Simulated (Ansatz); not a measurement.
Coupled-cluster run, C₂H₇ClO₂Si₂, SMILES `O[SiH](O)/C=C\[SiH2]Cl`.

```yaml
crystal:
  periodic: [false, false, false]
  atoms:
    - {symbol: O, position_ang: [-0.865062, 1.405758, -0.669108]}
    - {symbol: Si, position_ang: [0.684602, 1.352416, -0.132801]}
    - {symbol: O, position_ang: [0.908159, 2.525520, 0.984952]}
    - {symbol: C, position_ang: [1.057661, -0.229459, 0.768843]}
    - {symbol: C, position_ang: [0.350090, -1.363612, 0.729105]}
    - {symbol: Si, position_ang: [-1.223210, -1.729412, -0.200007]}
    - {symbol: Cl, position_ang: [-0.987391, -1.424686, -2.242844]}
    - {symbol: H, position_ang: [-1.038777, 1.047814, -1.543516]}
    - {symbol: H, position_ang: [1.606617, 1.525311, -1.289429]}
    - {symbol: H, position_ang: [0.733252, 3.430768, 0.724047]}
    - {symbol: H, position_ang: [1.961671, -0.224892, 1.381104]}
    - {symbol: H, position_ang: [0.718062, -2.212845, 1.308869]}
    - {symbol: H, position_ang: [-2.388962, -0.928306, 0.228777]}
    - {symbol: H, position_ang: [-1.516691, -3.174405, -0.048002]}
basis:
  gaussian: {orbitals: def2-TZVPP}
correlation: {method: ccsd_t}
```

```sh
$ ansatz run in.yaml --threads 2 --pin off --events-out ev --progress --plain --max-ram 22528MiB --backend cuda --devices 0, --max-vram 18GiB
```

The program prints (abridged):

```
Functional definition: HF
2068 factors; integrals over basis functions are off by at most 1.1e-3 eV
mean field evaluation 1: about -34475.3664 eV, gradient 5.4e1 eV
mean field evaluation 2: about -34475.7859 eV, gradient 5.4e1 eV
mean field evaluation 4: about -34481.8016 eV, gradient 4.6e0 eV
mean field evaluation 8: about -34481.8926 eV, gradient 2.5e-1 eV
mean field -34481.89287598 eV, -1267.1861905257 hartree, gradient 3.0e-6 eV, S^2 0.000000; 0 other end points of the search recorded, 0 dependent functions left out; unrestricted orbitals would lower it
19 core orbitals not correlated: weight in the atoms' cores, before any rotation towards them, 1.000 or more for the frozen orbitals, at most 0.000 for the correlated occupied ones
reference -34481.89287598 eV, -1267.1861905257 hartree; 21, 21 occupied and 308, 308 virtual orbitals, 2068 factors
second order -33.41001260 eV of doubles, -0.00000000 eV of singles
cycle   1  -34.02382674 eV  change   -6.1e-1 eV  update   1.2e-1
cycle   2  -34.82689899 eV  change   -8.0e-1 eV  update   3.6e-2
cycle   3  -34.99622754 eV  change   -1.7e-1 eV  update   1.8e-2
cycle   4  -34.97877970 eV  change    1.7e-2 eV  update   4.2e-3
cycle   5  -34.97823529 eV  change    5.4e-4 eV  update   1.8e-3
cycle   6  -34.97933336 eV  change   -1.1e-3 eV  update   4.7e-4
cycle   7  -34.97915780 eV  change    1.8e-4 eV  update   1.9e-4
cycle   8  -34.97910972 eV  change    4.8e-5 eV  update   5.8e-5
cycle   9  -34.97913968 eV  change   -3.0e-5 eV  update   2.4e-5
perturbative correction -1.43404167 eV, -0.0527000593 hartree
Total energy: -34518.30605732 eV, -1268.5243502584 hartree
```

Hardware: 2 threads of an AMD EPYC 7R13 on a shared host and a share of an NVIDIA H100 80 GB. Wall time 10 s, peak host memory 0.87 GiB.

The correlation energy is -36.413 eV, 3.9 % of it from (T); the T1 diagnostic reads 0.0114.
